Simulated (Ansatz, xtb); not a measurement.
Two isomers of C3H9NOSi2

Structure I is `C#C[Si@H](NC)O[SiH3]`, a singlet and structure II is `C=C1CN([SiH3])[Si@@H]1O`, a singlet. Both are isolated molecules in the gas phase, relaxed with PBE-D3(BJ)/def2-SVP; the shapes shown needn't be the lowest conformers.

I (Å):

```xyz
16

C     2.3490   -0.0870   -0.0846
C     1.1540   -0.2889    0.1213
C    -1.3014    1.0573   -1.7539
N    -1.5185   -0.1240   -0.9360
O    -0.9847    0.3121    1.8677
Si   -0.6334   -0.5647    0.4766
Si   -0.5907    1.7868    2.5595
H     3.4018    0.0846   -0.2692
H    -0.9584   -1.9880    0.7873
H    -2.4257   -0.5748   -1.0763
H    -1.9711    1.9109   -1.4963
H    -1.4371    0.8360   -2.8349
H    -0.2566    1.4074   -1.6266
H    -1.0243    2.9237    1.6695
H     0.8911    1.8974    2.7961
H    -1.3154    1.8880    3.8702
```

II (Å):

```xyz
16

C    -0.4290    0.0584    1.2488
C    -0.0073   -0.3373    0.0379
C     0.4727   -1.7148   -0.4316
N     0.8164   -1.3630   -1.8371
O     1.4689    1.5123   -1.9780
Si    1.4170   -2.4555   -3.0610
Si    0.3162    0.3263   -1.6998
H    -0.7416    1.0989    1.4359
H    -0.4846   -0.6349    2.1078
H    -0.3289   -2.4883   -0.3646
H     1.3489   -2.0941    0.1479
H     2.7492   -3.0523   -2.6750
H     0.4722   -3.6070   -3.3064
H     1.5761   -1.6559   -4.3233
H    -0.8108    0.7961   -2.5673
H     2.3020    1.3838   -1.4896
```

Task: Which of the two would you expect CCSD(T)/def2-SVP + ΔMP2/def2-TZVPP electronic energies to favour?

Result: Structure I; the calculation gives E(II) − E(I) = +16.9 kJ/mol.

How the difference moves with the method:

| level | geometry | E(II) − E(I) (kJ/mol) | departure from the last row (kJ/mol) | job, with rough time for the two |
| --- | --- | --- | --- | --- |
| PBE-D3(BJ)/def2-SVP | PBE-D3(BJ)/def2-SVP | −24.3 | −41.2 | optimisation, 2 min |
| HF/def2-SVP | PBE-D3(BJ)/def2-SVP | +30.2 | +13.4 | part of the CCSD(T) run |
| MP2/def2-SVP | PBE-D3(BJ)/def2-SVP | +17.4 | +0.6 | part of the CCSD(T) run |
| CCSD(T)/def2-SVP | PBE-D3(BJ)/def2-SVP | +10.7 | −6.1 | single point |
| CCSD(T)/def2-SVP + ΔMP2/def2-TZVPP | PBE-D3(BJ)/def2-SVP | +16.9 |  | single point, 82 s |

As drawn, II has 1 C=C, 1 C–C, 1 N–Si, 1 O–H in place of 1 C≡C, 1 O–Si, 1 N–H. Structure I has no ring, II a 4-membered ring.

PBE-D3(BJ)/def2-SVP puts the two in the other order. The largest departure from CCSD(T)/def2-SVP + ΔMP2/def2-TZVPP is that of PBE-D3(BJ)/def2-SVP, 41.2 kJ/mol. A small imaginary or near-zero mode remains, so no thermal terms are given. Levels run at GFN2-xTB geometries aren't shown. The last row adds to CCSD(T) the change of the MP2 difference between the two basis sets, here +6.1 kJ/mol.

The correlated steps freeze 15 core orbitals. Run with Ansatz 0.2.0, xtb 6.7.1; the last row on 4 threads of Arm Neoverse V1 on a shared host.
